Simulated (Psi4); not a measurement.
C4H10N (SMILES [CH2]C(C)(C)N), doublet, geometry from GFN2-xTB; M06-2X/3-21G run with Psi4 1.11.

Input for Psi4:
```
memory 2 GB

molecule mol {
0 2
C     0.678200   -0.416994    1.294449
C     0.028571   -0.029602    0.022372
C    -0.903296   -1.126644   -0.494356
C     1.055887    0.347415   -1.045975
N    -0.804985    1.171339    0.271043
H     0.132540   -0.985830    2.024308
H     1.565833    0.092558    1.620756
H    -1.632369   -1.396344    0.266433
H    -1.434332   -0.772163   -1.373367
H    -0.330245   -2.012169   -0.754741
H     0.545319    0.717297   -1.930749
H     1.720063    1.125976   -0.677463
H     1.653118   -0.519917   -1.313168
H    -1.511354    0.970993    0.971283
H    -0.229853    1.935175    0.610469
}

set {
  basis 3-21g
  reference uks
  df_basis_scf def2-universal-jkfit
}

energy('m06-2x')
print_variables()
```

It wrote (shortened):

```
   => Loading Basis Set <=

    Name: 3-21G
    Role: ORBITAL
    Keyword: BASIS

         ---------------------------------------------------------
                                   SCF
               by Justin Turney, Rob Parrish, Andy Simmonett
                          and Daniel G. A. Smith
                              UKS Reference
         ---------------------------------------------------------

  ==> Geometry <==

    Molecular point group: c1
    Full point group: C1

    Geometry (in Angstrom), charge = 0, multiplicity = 2:

       Center              X                  Y                   Z               Mass
    ------------   -----------------  -----------------  -----------------  -----------------
         C            0.684823831242    -0.428667135366     1.286780944447    12.000000000000
         C            0.035194831242    -0.041275135366     0.014703944447    12.000000000000
         C           -0.896672168758    -1.138317135366    -0.502024055553    12.000000000000
         C            1.062510831242     0.335741864634    -1.053643055553    12.000000000000
         N           -0.798361168758     1.159665864634     0.263374944447    14.003074004430
         H            0.139163831242    -0.997503135366     2.016639944447     1.007825032230
         H            1.572456831242     0.080884864634     1.613087944447     1.007825032230
         H           -1.625745168758    -1.408017135366     0.258764944447     1.007825032230
         H           -1.427708168758    -0.783836135366    -1.381035055553     1.007825032230
         H           -0.323621168758    -2.023842135366    -0.762409055553     1.007825032230
         H            0.551942831242     0.705623864634    -1.938417055553     1.007825032230
         H            1.726686831242     1.114302864634    -0.685131055553     1.007825032230
         H            1.659741831242    -0.531590135366    -1.320836055553     1.007825032230
         H           -1.504730168758     0.959319864634     0.963614944447     1.007825032230
         H           -0.223229168758     1.923501864634     0.602800944447     1.007825032230

  Running in c1 symmetry.

  Rotational constants: A =      0.16375  B =      0.16029  C =      0.15139 [cm^-1]
  Rotational constants: A =   4909.15911  B =   4805.50464  C =   4538.49722 [MHz]
  Nuclear repulsion =  191.210382583269194

  Charge       = 0
  Multiplicity = 2
  Electrons    = 41
  Nalpha       = 21
  Nbeta        = 20

  ==> Algorithm <==

[...]
      Ntotal   =   41.0000860390 ; deviation = 8.604e-05

   @Spin Contamination Metric:   5.137869852E-03
   @S^2 Expected:                7.500000000E-01
   @S^2 Observed:                7.551378699E-01
   @S   Expected:                5.000000000E-01
   @S   Observed:                5.000000000E-01

    Orbital Energies [Eh]
    ---------------------

    Alpha Occupied:

[...]
    Alpha Virtual:

[...]
    Beta Occupied:

[...]
    Beta Virtual:

[...]
    Final Occupation by Irrep:
              A
    DOCC [    20 ]
    SOCC [     1 ]
    NA   [    21 ]
    NB   [    20 ]

  @DF-UKS Final Energy:  -211.85012507795716

   => Energetics <=

    Nuclear Repulsion Energy =            191.2103825832691939
    One-Electron Energy =                -663.0874969820837350
    Two-Electron Energy =                 275.5568794699076989
    DFT Exchange-Correlation Energy =     -15.5298901490503010
    Empirical Dispersion Energy =           0.0000000000000000
    VV10 Nonlocal Energy =                  0.0000000000000000
    Total Energy =                       -211.8501250779571592

  UHF NO Occupations:
  HONO-2 :   19  A 1.9994085
  HONO-1 :   20  A 1.9988994
  HONO-0 :   21  A 1.0000000
  LUNO+0 :   22  A 0.0011006
  LUNO+1 :   23  A 0.0005915
  LUNO+2 :   24  A 0.0004641
  LUNO+3 :   25  A 0.0003766

Computation Completed

Properties will be evaluated at   0.000000,   0.000000,   0.000000 [a0]

Properties computed using the SCF density matrix

 Multipole Moments:

 ------------------------------------------------------------------------------------
     Multipole            Electronic (a.u.)      Nuclear  (a.u.)        Total (a.u.)
 ------------------------------------------------------------------------------------

 L = 1.  Multiply by 2.5417464519 to convert [e a0] to [Debye]
 Dipole X            :         -0.3953610            0.5132006            0.1178397
 Dipole Y            :          0.9183349           -0.9044221            0.0139129
 Dipole Z            :          1.0498166           -0.5941077            0.4557089
 Magnitude           :                                                    0.4709037

 ------------------------------------------------------------------------------------

  Variable Map:
  ----------------------------------------------------------------------------
[...]
  Array Variable Map:
  ----------------------------------------------------------------------------
[...]
[...]
```
